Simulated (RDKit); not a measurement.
Conformational energy of C8H6O2S, SMILES c1coc(Oc2ccsc2)c1. Scanned: dihedral O3–C4–O5–C6 and dihedral C4–O5–C6–C7; all other coordinates were relaxed at GFN2-xTB. Points at φ and −φ are mirror images. Heavy atoms are numbered in the order of the SMILES c1coc(Oc2ccsc2)c1, hydrogens after them in the order of the atoms that carry them; the mirror image has the same energies with the sign of each dihedral reversed.

Calculation: MMFF94 // GFN2-xTB run with RDKit 2026.03.6.

Energy in kcal/mol above the lowest grid point; x is the dihedral O3–C4–O5–C6 (°), y the dihedral C4–O5–C6–C7 (°).

| y \ x | -150 | -120 | -90 | -60 | -30 | 0 | 30 | 60 | 90 | 120 | 150 | 180 |
|---|---|---|---|---|---|---|---|---|---|---|---|---|
| 180 | 2.2 | 2.6 | 3.1 | 2.3 | 2.7 | 3.3 | 2.7 | 2.3 | 3.1 | 2.6 | 2.2 | 3.3 |
| 150 | 3.9 | 4.4 | 4.2 | 2.6 | 1.5 | 2.5 | 3.8 | 3.9 | 3.7 | 2.4 | 0.8 | 1.4 |
| 120 | 2.8 | 5.3 | 5.9 | 4.3 | 2.5 | 2.3 | 3.7 | 5.1 | 5.4 | 3.8 | 1.4 | 0.8 |
| 90 | 2.3 | 5.0 | 6.4 | 5.3 | 3.4 | 2.7 | 3.5 | 5.3 | 6.4 | 5.0 | 2.4 | 1.1 |
| 60 | 1.0 | 3.3 | 4.9 | 4.5 | 2.9 | 1.7 | 2.0 | 3.9 | 5.4 | 4.7 | 2.2 | 0.4 |
| 30 | 0.0 | 1.6 | 2.8 | 2.9 | 2.6 | 1.3 | 0.5 | 1.9 | 3.4 | 3.3 | 2.6 | 0.4 |
| 0 | 0.9 | 1.5 | 2.2 | 1.2 | 1.3 | 1.8 | 1.3 | 1.2 | 2.2 | 1.5 | 0.9 | 1.5 |
| -30 | 2.6 | 3.3 | 3.4 | 1.9 | 0.5 | 1.3 | 2.6 | 2.9 | 2.8 | 1.6 | 0.0 | 0.4 |
| -60 | 2.2 | 4.7 | 5.4 | 3.9 | 2.0 | 1.7 | 2.9 | 4.5 | 4.9 | 3.3 | 1.0 | 0.4 |
| -90 | 2.4 | 5.0 | 6.4 | 5.3 | 3.5 | 2.7 | 3.4 | 5.3 | 6.4 | 5.0 | 2.3 | 1.1 |
| -120 | 1.4 | 3.8 | 5.4 | 5.1 | 3.7 | 2.3 | 2.5 | 4.3 | 5.9 | 5.3 | 2.8 | 0.8 |
| -150 | 0.8 | 2.4 | 3.7 | 3.9 | 3.8 | 2.5 | 1.5 | 2.6 | 4.2 | 4.4 | 3.9 | 1.4 |

The six lowest points that lie below all their neighbours on the grid: x = -150, y = 30 (0.0 kcal/mol); x = 150, y = -30 (0.0 kcal/mol); x = -30, y = -30 (0.5 kcal/mol); x = 30, y = 30 (0.5 kcal/mol); x = -150, y = -150 (0.8 kcal/mol); x = 150, y = 150 (0.8 kcal/mol). The lowest path on the grid from the first to the second passes x = 150, y = 0 at 0.9 kcal/mol.
